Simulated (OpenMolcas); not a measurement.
**Fe2+: ligand-field states by method**

Fe2+ with its 6 nearest oxide ions at 2.141 Å, on the Mg site of MgO (a = 4.2112 Å, distance in the model lattice 2.106 Å). The rest of the host is ab initio model potentials to 7.6 Å, with orthogonalisation functions on the cations behind the ligands, and point charges beyond; the distance is set by hand and nothing relaxes. Ligand basis ANO-RCC-VDZP.

```json
{"Program": "OpenMolcas", "Basis": "ANO-RCC-VDZP [5s4p2d1f]", "Scalar Hamiltonian": "DKH2, point nucleus", "Active space": "6 electrons in 5 orbitals (3d)", "State averaging": "2S+1 = 5 even, 5 roots; 2S+1 = 3 even, 45 roots; 2S+1 = 1 even, 50 roots", "Spin-orbit coupling": "RASSI with atomic mean-field integrals over the reference wave functions"}
```

I. CASSCF
II. SS-CASPT2, IPEA 0.25 Eh, imaginary shift 0.1 Eh (closed shells correlated: 3s 3p and the ligand valence shells)

Spin-free states (labels of O, the rotations of Oh) in cm-1, each column counted from its own energy of the first state listed:

```json
{"State": "5T2", "Degeneracy": "3", "I": "0", "II": "0"}
{"State": "5E", "Degeneracy": "2", "I": "10515", "II": "12470"}
{"State": "3T1", "Degeneracy": "3", "I": "14078", "II": "10110"}
{"State": "1A1", "Degeneracy": "1", "I": "15742", "II": "9710"}
{"State": "3T2", "Degeneracy": "3", "I": "18144", "II": "13250"}
{"State": "3T1", "Degeneracy": "3", "I": "22366", "II": "19460"}
{"State": "1T1", "Degeneracy": "3", "I": "23546", "II": "18310"}
{"State": "3T2", "Degeneracy": "3", "I": "24571", "II": "20430"}
{"State": "3E", "Degeneracy": "2", "I": "25736", "II": "22340"}
{"State": "3T1", "Degeneracy": "3", "I": "26207", "II": "22010"}
{"State": "1T2", "Degeneracy": "3", "I": "30486", "II": "24730"}
{"State": "3T2", "Degeneracy": "3", "I": "30829", "II": "26110"}
{"State": "3A2", "Degeneracy": "1", "I": "31598", "II": "27500"}
{"State": "3T1", "Degeneracy": "3", "I": "33166", "II": "31560"}
{"State": "1E", "Degeneracy": "2", "I": "33435", "II": "28330"}
{"State": "3E", "Degeneracy": "2", "I": "33685", "II": "31930"}
{"State": "1A1", "Degeneracy": "1", "I": "34540", "II": "28440"}
{"State": "1T2", "Degeneracy": "3", "I": "35897", "II": "28810"}
{"State": "3A1", "Degeneracy": "1", "I": "36824", "II": "34700"}
{"State": "3T2", "Degeneracy": "3", "I": "37807", "II": "33440"}
```

From I to II, I's first state of the same spin (5E) moves from 10515 to 12470 cm-1, by about +2000 cm-1.

From I to II, I's first state of another spin (3T1) moves from 14078 to 10110 cm-1, by about -4000 cm-1. In II another state of that kind comes below it.

χT at 300 K: I 4.04, II 4.02 cm3 K/mol.

Roots that are degenerate in the reference are averaged as groups; the widest CASPT2 spread within a group is 890 cm-1 (the 3-fold group of multiplicity 1 near 28800 cm-1 above the lowest state of its run, II). Shifts and gaps below about the spread of the groups concerned are not significant. Over all roots computed the reference weight is 0.69 to 0.72 in II; a low but even weight reflects the number of correlated electrons. An orbital triplet at a regular site is open to Jahn-Teller coupling, which can distort the site and quench the lowest spin-orbit gaps and is left out. Ligand-to-metal charge-transfer states are missing. Without dynamic correlation the repulsion within the d shell is too large (B by tens of per cent), so at a given field states of lower spin stand too high (holds for I). With no ligand orbital active B as a rule stays too high, so bands that hang on it stand too high and its fall with covalency is understated (holds for I). With metal d orbitals alone and no dynamic correlation 10Dq can be off by a tenth to a fifth, either way, in oxide and fluoride hosts (holds for I). A single d shell leaves out the double-shell effect, which counts most for late 3d ions, where the CASPT2 field can be off either way by tens of per cent (holds for II). These CASPT2 states fit no ligand-field parameters well, so their order and spin gaps are uncertain (holds for II). For late 3d ions with one d shell CASPT2 can put B and the spin-flip bands somewhat low as well as high (holds for II). With one d shell and no ligand orbital active, 10Dq can be off by tens of per cent for divalent 3d ions, low with halides held by bare charges and at times high in hosts (holds for II). Free-ion shares, where given, are those of the reference states; single-state CASPT2 does not remix them (holds for II). No measured value stands beside these numbers; the geometry was set by hand and not optimised.
